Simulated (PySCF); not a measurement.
## Nuclear quadrupole coupling in 1,2-dihydro-1,2-azaborine

1,2-dihydro-1,2-azaborine, C4H6BN.
Cartesian coordinates in Å at the PBE0-D3(BJ)/def2-TZVP level; atoms count from 1:
```xyz
12
C4H6BN angstrom
B      0.9674    0.7997   -0.7551
C     -0.0366    1.4310    0.1751
C     -0.9108    0.6217    0.8494
C     -0.8976   -0.7854    0.6971
C      0.0013   -1.3722   -0.1383
N      0.8936   -0.6267   -0.8346
H      1.7954    1.3539   -1.4157
H     -0.1009    2.5019    0.3386
H     -1.6471    1.0458    1.5281
H     -1.5991   -1.4067    1.2379
H      0.0369   -2.4464   -0.2775
H      1.5248   -1.1403   -1.4288
```

Field gradients from the PBE0/pcSseg-2 density (PySCF, non-relativistic), principal values in atomic units, ordered |Vxx| ≤ |Vyy| ≤ |Vzz|:

```tsv
atom	Vxx	Vyy	Vzz
B1	-0.0942	-0.2655	0.3598
N6	-0.1387	-0.2469	0.3856
```

Q: Find the asymmetry η = (Vxx − Vyy)/Vzz and the couplings χ = eQV/h (234.96 MHz × Q in barn × V in au), with Q(11B) = 0.04059 b, Q(14N) = 0.02044 b.

A: 
```
atom    environment  nucleus     η  χzz (MHz)  χxx (MHz)  χyy (MHz)
  B1     ring boron      11B  0.48      3.431     -0.898     -2.532
  N6  ring nitrogen      14N  0.28      1.852     -0.666     -1.186
```

Q: What is Vzz at B1 in SI units (1 au = 9.71736 × 10²¹ V/m²)?

A: 0.3598 au = 3.496 × 10²¹ V/m².

Q: And the gradient at the other heavy atoms, for which no coupling is worked out here?

A: 
| atom | environment | Vzz (au) | η |
| --- | --- | --- | --- |
| C2 | unsaturated ring CH carbon | 0.403 | 0.55 |
| C3 | unsaturated ring CH carbon | 0.435 | 0.32 |
| C4 | unsaturated ring CH carbon | 0.227 | 0.23 |
| C5 | unsaturated ring CH carbon | -0.309 | 0.80 |

Were the hydrogens deuterons (Q(2H) = 0.00286 b), χzz would run from 132 kHz (H7) to 260 kHz (H12).

Isolated species at its PBE0-D3(BJ)/def2-TZVP geometry, gas phase.
